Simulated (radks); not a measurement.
Task: The table gives one normalised radial function P(r) = r R(r) of P3+ in [Ne] 3s2 (r in bohr). Method: scalar-relativistic Kohn-Sham, LDA (Slater exchange, Perdew-Wang correlation), spin-unpolarised, spherical densities, point nucleus; computed with a radial shooting solver on a logarithmic mesh with Libxc functionals.

r,P
0.01081,0.0994
0.01363,0.1197
0.01733,0.1433
0.02186,0.1678
0.02757,0.1923
0.03505,0.2150
0.0442,0.2302
0.05574,0.2332
0.07085,0.2160
0.08936,0.1723
0.1127,0.0958
0.1433,-0.0187
0.1807,-0.1551
0.2297,-0.2996
0.2896,-0.4059
0.3653,-0.4356
0.4643,-0.3459
0.5856,-0.1308
0.7385,0.1812
0.9388,0.5264
1.184,0.7788
1.493,0.8636
1.898,0.7486
2.394,0.5079
3.043,0.2529
3.838,0.0917
4.84,0.0221

Which n and l does it have? It may be an empty orbital.

Result: n = 3, l = 0: the number of nodes gives n - l - 1 = 2, the rise at small r (about r^(l+1)) gives l, and the extent must fit the shell. The curve is that of 3s. 3s: eigenvalue -45.743 eV, 2 radial nodes at r = 0.138, 0.649 bohr, <r> = 1.67 bohr, 90 % of the charge inside 2.47 bohr.
